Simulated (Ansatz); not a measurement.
A short molecular-dynamics run on the cluster SiTe2 (the lowest singlet isomer of a short search).

```yaml
crystal:
  periodic: [false, false, false]
  atoms:
    - {symbol: Si, position_ang: [-0.509022, 1.246558, 0.278123]}
    - {symbol: Te, position_ang: [0.621909, -0.772256, 1.201054]}
    - {symbol: Te, position_ang: [-0.112886, -0.474303, -1.479177]}
basis:
  gaussian: {orbitals: def2-SVP}
magnetization: {spin_polarized: true, initial_magnetization: 0}
hamiltonian: {xc: {name: revPBE}, dispersion: d4}
md: {timestep: 2 fs, n_steps: 15, ensemble: nvt_langevin, temperature: 1000, initial_velocities: maxwell_boltzmann, friction: 0.01, seed: 648}
scf: {omitted_lower_state_checks: [starts]}
```

```sh
$ ansatz run in.yaml --threads 4 --pin off --events-out ev --progress --plain --max-ram 3916MiB
```

| step | time (fs) | potential energy (eV) | kinetic (eV) | T (K) |
| --- | --- | --- | --- | --- |
| 0 | 0.0 | -22463.5033 | 0.2585 | 667 |
| 1 | 2.0 | -22463.5151 | 0.2878 | 742 |
| 2 | 4.0 | -22463.5239 | 0.3651 | 942 |
| 3 | 6.0 | -22463.5276 | 0.4014 | 1035 |
| 4 | 8.0 | -22463.5266 | 0.4058 | 1046 |
| 5 | 10.0 | -22463.5215 | 0.5268 | 1359 |
| 6 | 12.0 | -22463.5117 | 0.6023 | 1553 |
| 7 | 14.0 | -22463.4977 | 0.6596 | 1701 |
| 8 | 16.0 | -22463.4802 | 0.7035 | 1814 |
| 9 | 18.0 | -22463.4599 | 0.6806 | 1755 |
| 10 | 20.0 | -22463.4368 | 0.7027 | 1812 |
| 11 | 22.0 | -22463.4117 | 0.6842 | 1764 |
| 12 | 24.0 | -22463.3870 | 0.6053 | 1561 |
| 13 | 26.0 | -22463.3635 | 0.5418 | 1397 |
| 14 | 28.0 | -22463.3422 | 0.4211 | 1086 |
| 15 | 30.0 | -22463.3250 | 0.3810 | 983 |

Velocities are drawn at the set temperature; a run this short doesn't reach equilibrium. Under Langevin dynamics the printed temperature counts 3N degrees of freedom, so it starts below the set value.

In the def2 sets Te takes a core potential; there is no spin–orbit coupling.

Frames (Å, forces in eV/Å):

```xyz
3
time=0.0 fs
Si   -0.509    1.247    0.278   -0.232    0.569    0.127
Te    0.622   -0.772    1.201    0.282   -0.352    0.540
Te   -0.113   -0.474   -1.479   -0.049   -0.218   -0.667
3
time=2.0 fs
Si   -0.515    1.250    0.276   -0.174    0.430    0.110
Te    0.626   -0.771    1.209    0.199   -0.252    0.370
Te   -0.117   -0.476   -1.486   -0.026   -0.179   -0.479
3
time=4.0 fs
Si   -0.521    1.256    0.272   -0.100    0.266    0.097
Te    0.629   -0.771    1.219    0.102   -0.131    0.186
Te   -0.121   -0.478   -1.494   -0.002   -0.135   -0.283
3
time=6.0 fs
Si   -0.528    1.261    0.268   -0.039    0.127    0.089
Te    0.632   -0.770    1.230    0.013   -0.026    0.006
Te   -0.125   -0.479   -1.501    0.025   -0.101   -0.095
3
time=8.0 fs
Si   -0.536    1.262    0.265    0.005    0.034    0.089
Te    0.635   -0.768    1.241   -0.060    0.051   -0.156
Te   -0.131   -0.481   -1.508    0.055   -0.085    0.067
3
time=10.0 fs
Si   -0.545    1.262    0.262    0.047   -0.055    0.091
Te    0.638   -0.766    1.253   -0.133    0.125   -0.319
Te   -0.138   -0.481   -1.517    0.086   -0.070    0.229
3
time=12.0 fs
Si   -0.554    1.262    0.258    0.085   -0.133    0.095
Te    0.640   -0.764    1.266   -0.204    0.193   -0.483
Te   -0.145   -0.481   -1.526    0.119   -0.060    0.389
3
time=14.0 fs
Si   -0.567    1.258    0.254    0.117   -0.191    0.108
Te    0.641   -0.763    1.281   -0.270    0.252   -0.637
Te   -0.151   -0.481   -1.535    0.153   -0.061    0.528
3
time=16.0 fs
Si   -0.584    1.252    0.250    0.149   -0.249    0.121
Te    0.641   -0.760    1.295   -0.331    0.307   -0.777
Te   -0.158   -0.483   -1.544    0.182   -0.058    0.656
3
time=18.0 fs
Si   -0.603    1.247    0.246    0.185   -0.311    0.129
Te    0.641   -0.757    1.308   -0.390    0.360   -0.903
Te   -0.165   -0.484   -1.553    0.206   -0.049    0.774
3
time=20.0 fs
Si   -0.626    1.244    0.242    0.232   -0.397    0.129
Te    0.641   -0.753    1.321   -0.453    0.421   -1.019
Te   -0.171   -0.485   -1.562    0.221   -0.024    0.889
3
time=22.0 fs
Si   -0.650    1.241    0.242    0.283   -0.492    0.114
Te    0.642   -0.747    1.333   -0.511    0.475   -1.121
Te   -0.177   -0.486   -1.570    0.228    0.017    1.007
3
time=24.0 fs
Si   -0.672    1.237    0.242    0.324   -0.566    0.095
Te    0.643   -0.740    1.345   -0.558    0.512   -1.204
Te   -0.182   -0.488   -1.577    0.233    0.054    1.110
3
time=26.0 fs
Si   -0.692    1.231    0.241    0.353   -0.612    0.085
Te    0.642   -0.734    1.357   -0.593    0.535   -1.275
Te   -0.187   -0.491   -1.584    0.240    0.077    1.190
3
time=28.0 fs
Si   -0.709    1.224    0.241    0.372   -0.640    0.074
Te    0.641   -0.729    1.368   -0.617    0.545   -1.332
Te   -0.190   -0.494   -1.590    0.245    0.095    1.257
3
time=30.0 fs
Si   -0.724    1.215    0.243    0.378   -0.644    0.062
Te    0.639   -0.724    1.379   -0.629    0.540   -1.371
Te   -0.193   -0.495   -1.595    0.250    0.105    1.309
```

Hardware: 4 threads of AMD EPYC 9R45 on a shared host. Wall time 5 s.
